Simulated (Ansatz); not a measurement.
The same path of a periodic cell of 20 atoms, C₁₉O (surface graphene monolayer, adsorbate CO) was run twice with different band settings.

Method: DFT PBEsol, scalar-relativistic, plane waves, PAW in Ansatz. Settings: cutoff 420 eV, k mesh 2x2x1, gaussian smearing 0.02 eV, no spin polarisation.

Relaxed end points:

```xyz
20
Lattice="7.3980 0.0000 0.0000 -3.6990 6.4069 0.0000 0.0000 0.0000 13.0000" Properties=species:S:1:pos:R:3
C -0.045 0.006 0.855
C 1.203 0.727 0.855
C -1.268 2.153 0.855
C -0.045 2.859 0.856
C -2.496 4.274 0.855
C -1.268 4.983 0.856
C 2.431 0.018 0.855
C 3.654 0.724 0.856
C 1.203 2.139 0.856
C 2.431 2.848 0.856
C -0.045 4.278 0.856
C 1.203 4.998 0.856
C 4.902 0.003 0.855
C 6.130 0.712 0.855
C 3.654 2.142 0.856
C 4.902 2.862 0.856
C 2.431 4.289 0.856
C 3.654 4.995 0.855
C 3.243 -0.394 4.101
O 2.453 0.083 4.759
```

```xyz
20
Lattice="7.3980 0.0000 0.0000 -3.6990 6.4069 0.0000 0.0000 0.0000 13.0000" Properties=species:S:1:pos:R:3
C -0.030 0.003 0.855
C 1.198 0.712 0.855
C -1.278 2.142 0.856
C -0.030 2.862 0.856
C -2.501 4.289 0.856
C -1.278 4.995 0.855
C 2.421 0.006 0.855
C 3.669 0.727 0.855
C 1.198 2.153 0.855
C 2.421 2.859 0.856
C -0.030 4.274 0.855
C 1.198 4.983 0.856
C 4.897 0.018 0.855
C 6.120 0.724 0.856
C 3.669 2.139 0.856
C 4.897 2.848 0.856
C 2.421 4.278 0.856
C 3.669 4.998 0.856
C 5.709 -0.394 4.101
O 4.919 0.083 4.759
```

Common settings: climbing image yes; spring 5.0 eV/Å²; optimiser quadratic models (default); end points relaxed.

| run | movable images | start path | force threshold | iteration limit |
| --- | --- | --- | --- | --- |
| 1 | 5 | IDPP | 0.03 eV/Å | 33 |
| 2 | 3 | default | 0.4 eV/Å | 50 |

**Question.** What does each run give, and how far can it be trusted?

**Answer.** Run 1: converged after 4 iterations, highest image 0.008 eV above the first end. The top lies less than 8 meV above the higher end, about what the thresholds resolve: that end is a shoulder or a very shallow well. By the program's own check the climbing image is of a kind that is not told: the force calls were inconclusive, a negative curvature could not be distinguished from the path's own, the only one lies far off the path, or fixed occupations may fill a level only in part (lowest curvatures found: -0.30 and 0.06 eV/Å²).
Run 2: converged after 1 iterations, highest image 0.025 eV above the first end. The threshold of 0.4 eV/Å is loose, so the images may lie well off the minimum-energy path. The order of the stationary point at the top wasn't checked.
Limits of this set-up: slab without dipole correction, no dispersion correction for a molecule that may bind weakly.
